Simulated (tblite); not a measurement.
Compound: C6H3O4 (doublet state).
SMILES with atom numbers: `[O:1]=[CH:2][O:3][c:4]1[cH:5][c:6][cH:7][c:8](=[O:9])[o:10]1` (hydrogens: H11 on C2; H12 on C5; H13 on C7)

Computed with GFN2-xTB (tblite), gas phase: L-BFGS steps from a force-field or distance-geometry start until the largest atomic force falls under 0.01 eV/Å.

Step 16: E = -830.6291 eV
```
atom  x, y, z in Å  |  force x, y, z in eV/Å
O1      2.3433   -1.1491    0.8205    0.026  -0.011  -0.014
C2      2.5389   -0.6452   -0.2341   -0.017  -0.014  -0.016
O3      1.6581    0.0986   -0.9378   -0.018   0.002   0.015
C4      0.3901    0.2562   -0.4368    0.003   0.029   0.015
C5     -0.0774    1.4547   -0.0114   -0.027   0.017   0.021
C6     -1.3880    1.4241    0.4878   -0.002  -0.024  -0.019
C7     -2.1553    0.3446    0.5519   -0.018  -0.005   0.001
C8     -1.6234   -0.9274    0.0491   -0.010   0.002   0.007
O9     -2.2159   -1.9675    0.0138    0.034   0.047  -0.001
O10    -0.3286   -0.8651   -0.4194    0.064  -0.015   0.000
H11     3.4754   -0.6712   -0.8097    0.011  -0.029   0.001
H12     0.5340    2.3397   -0.0388   -0.035  -0.018  -0.006
H13    -3.1555    0.3083    0.9471   -0.011   0.019  -0.003
```

Step 17: E = -830.6295 eV
```
atom  x, y, z in Å  |  force x, y, z in eV/Å
O1      2.3456   -1.1512    0.8196    0.014  -0.011  -0.010
C2      2.5385   -0.6458   -0.2349   -0.005  -0.024  -0.004
O3      1.6585    0.1021   -0.9342   -0.020  -0.004   0.014
C4      0.3906    0.2571   -0.4327   -0.005   0.029  -0.008
C5     -0.0792    1.4562   -0.0117   -0.016   0.009   0.030
C6     -1.3897    1.4260    0.4874   -0.001  -0.039  -0.027
C7     -2.1548    0.3449    0.5509   -0.029  -0.016   0.001
C8     -1.6226   -0.9277    0.0492    0.002   0.010   0.008
O9     -2.2160   -1.9673    0.0137    0.045   0.053  -0.005
O10    -0.3261   -0.8657   -0.4170    0.041   0.000   0.017
H11     3.4730   -0.6748   -0.8125    0.025  -0.022  -0.012
H12     0.5332    2.3403   -0.0403   -0.035  -0.008  -0.005
H13    -3.1553    0.3065    0.9448   -0.015   0.023   0.000
```

Step 18: E = -830.6299 eV
```
atom  x, y, z in Å  |  force x, y, z in eV/Å
O1      2.3483   -1.1536    0.8185    0.000  -0.013  -0.005
C2      2.5381   -0.6468   -0.2359    0.012  -0.029   0.005
O3      1.6587    0.1059   -0.9303   -0.007  -0.008   0.008
C4      0.3911    0.2584   -0.4284   -0.007   0.020  -0.025
C5     -0.0813    1.4578   -0.0116   -0.002  -0.004   0.030
C6     -1.3917    1.4274    0.4865   -0.008  -0.038  -0.026
C7     -2.1548    0.3449    0.5499   -0.033  -0.020   0.001
C8     -1.6214   -0.9275    0.0494    0.020   0.018   0.007
O9     -2.2155   -1.9664    0.0135    0.045   0.035  -0.009
O10    -0.3228   -0.8663   -0.4141    0.004   0.019   0.038
H11     3.4709   -0.6792   -0.8156    0.029  -0.015  -0.024
H12     0.5316    2.3408   -0.0420   -0.031   0.011  -0.002
H13    -3.1555    0.3050    0.9424   -0.023   0.023   0.003
```

Question: Estimate the geometry and energy of step 19. (The exact step hangs on the optimiser's Hessian estimate; all steps are aligned on step 18, rigid shifts and turns removed.)

Answer: E = -830.6304 eV, largest force 0.069 eV/Å
```
atom  x, y, z in Å  |  force x, y, z in eV/Å
O1      2.3512   -1.1565    0.8172   -0.013  -0.017   0.000
C2      2.5379   -0.6485   -0.2371    0.028  -0.029   0.010
O3      1.6589    0.1099   -0.9259    0.016  -0.013  -0.002
C4      0.3916    0.2602   -0.4242    0.000   0.007  -0.034
C5     -0.0837    1.4595   -0.0108    0.013  -0.015   0.021
C6     -1.3942    1.4281    0.4851   -0.017  -0.021  -0.017
C7     -2.1554    0.3446    0.5487   -0.031  -0.014   0.001
C8     -1.6195   -0.9269    0.0498    0.032   0.022   0.008
O9     -2.2141   -1.9650    0.0131    0.037  -0.002  -0.014
O10    -0.3190   -0.8664   -0.4102   -0.030   0.035   0.052
H11     3.4690   -0.6843   -0.8195    0.022  -0.006  -0.031
H12     0.5292    2.3417   -0.0439   -0.025   0.033   0.002
H13    -3.1563    0.3040    0.9399   -0.031   0.019   0.005
```

The energy changes by -0.0005 eV. The first-order estimate −F·Δx gives -0.0006 eV and the mean of the old and new forces, exact on a quadratic surface, -0.0005 eV. The step makes an angle of 71° with the force vector and moves no atom by more than 0.007 Å.

The cost below is that of the whole relaxation. Hardware: an Arm Neoverse V2 with one thread, no GPU, shared host. Cost: 0.31 s of wall time.
